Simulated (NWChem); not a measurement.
## Atomisation of CH$_{5}$ClFNSi

SMILES: NC[Si@H](F)Cl
```xyz
10

N     -2.5197     0.1716     0.7918
C     -1.4784    -0.6069     0.1054
Si     0.2393     0.1365     0.3425
F      0.1492     1.6930    -0.1743
Cl     1.7185    -0.8184    -0.7621
H     -2.3559     0.1885     1.8071
H     -2.4946     1.1519     0.4817
H     -1.7081    -0.6653    -0.9812
H     -1.4962    -1.6592     0.4635
H      0.6545     0.1888     1.7821
```
Charge 0, spin multiplicity 1.

All runs are NWChem calculations. All single points use one geometry, from PBE/def2-SVP, a minimum by its harmonic frequencies. It is one conformer; others weren't searched.

Basis set: def2-TZVP. The atomisation energy is electronic alone: no zero-point, thermal, spin-orbit or counterpoise terms. No value is extrapolated to the basis-set limit. Free atoms are single determinants with multiplicities N 4, C 3, Si 3, F 2, Cl 2, H 2. Correlated methods freeze the same cores in atoms and molecule, 13 orbitals in all.

| method | atomisation energy (kcal/mol) | relative cost |
|---|---|---|
| PBE0 | 857.3 | under 3 |
| BP86 | 882.2 | under 3 |
| BHandHLYP | 829.0 | 1 |
| B3LYP | 853.5 | under 3 |
| MP2 | 845.3 | under 3 |
| HF | 619.7 | under 3 |
| PBE | 874.1 | under 3 |
| CAM-B3LYP | 861.7 | 10 |

The values span 262.5 kcal/mol, from HF (lowest) to BP86 (highest). Relative cost: rough, from shared machines, SCF included, BHandHLYP = 1. Costs are the molecule's.

B3LYP has NWChem's definition, with VWN1-RPA local correlation. GW and range-separated runs recompute their integrals, the others keep them in memory, which bears on the times. The structure started from a generated list of species. No SCF solution was tested for a lower state. Open-shell Hartree-Fock references start from PBE0 orbitals; any time given for them includes that run.
